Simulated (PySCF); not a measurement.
CH6ClGeN, SMILES [Ge@@H]([Cl])([CH3])[NH2].

The structure is a stationary point at PBE0-D3(BJ)/def2-SVP. The structure was generated by enumeration; whether it is a known compound was not checked. Other conformers were not sampled.

Two levels are set side by side: PBE/def2-TZVP (PySCF) and M06-2X/def2-TZVP (PySCF). Same geometry, gas phase. Differences are taken from unrounded values.

```tsv
quantity	PBE
orbital gap (eV)	5.92
highest occupied level (eV)	-6.31
lowest empty level (eV)	-0.39
dipole moment (D)	1.91
mean polarisability (bohr³)	63.3
```

Problem. These are the PBE values. What does M06-2X give? (The exact figures need the calculation; the answer reports its results.)

Solution. 
```json
[
 {"quantity": "orbital gap (eV)", "M06-2X": "10.50", "PBE minus M06-2X": "-4.59"},
 {"quantity": "highest occupied level (eV)", "M06-2X": "-9.21", "PBE minus M06-2X": "2.90"},
 {"quantity": "lowest empty level (eV)", "M06-2X": "1.29", "PBE minus M06-2X": "-1.68"},
 {"quantity": "dipole moment (D)", "M06-2X": "1.85", "PBE minus M06-2X": "0.06"},
 {"quantity": "mean polarisability (bohr³)", "M06-2X": "60.0", "PBE minus M06-2X": "3.2"}
]
```

PBE's occupied levels lie high since its potential decays too fast outside the molecule; exact exchange lowers them and widens the gap. Loosely held outer electrons make PBE densities more polarisable. Differences between two approximate levels are no errors against the true value.

Rough cost on one machine, each run with all the roots and properties that it gave: M06-2X against PBE about 3 times.
